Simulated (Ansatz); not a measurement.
Reaction (ligand exchange at the Si–N bond): `CN[SiH](N)O` + H₂S → `N[SiH](O)S` + CH₃NH₂

Calculated with Ansatz (gas phase, PBE0-D4/def2-TZVP geometries, no zero-point term in ΔE). CCSD(T)/CBS adds triple-zeta CCSD(T) − MP2 to the extrapolated MP2 energy (def2 sets, frozen cores). This one scheme is used for every species. Functionals use def2-TZVPP. B3LYP here is the variant with VWN-RPA as its local correlation; programs differ in this. One conformer a species, not always the lowest.

```csv
level,ΔE (kJ/mol)
ωB97M-V,6.1
B3LYP,4.4
CCSD(T)/def2-TZVPP,8.2
HF/CBS(def2),8.9
```

Q: What does CCSD(T)/CBS give? (Estimate.)

A: Computed: +5.6 kJ/mol. The listed levels differ from it by 0.5, -1.2, 2.6, 3.3 kJ/mol.

Largest T1 diagnostic among the species: 0.011.
